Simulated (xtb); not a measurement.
Harmonic IR lines of one isomer of C2H4Si, unscaled. All values below come from GFN2-xTB in xtb.

wavenumber (cm⁻¹): 332 (w), 457 (w), 589 (s), 672 (w), 784 (w), 831 (w), 925 (w), 1063 (w), 1160 (w), 1474 (w), 2412 (vs), 2979 (m), 2995 (m), 3004 (m)

Identify which structure gives these lines.
(A) `C=C=[SiH2]`
(B) `C1=[SiH]C1`
(C) `C#C[SiH3]`
(D) `C1=C[SiH2]1`

B, `C1=[SiH]C1`
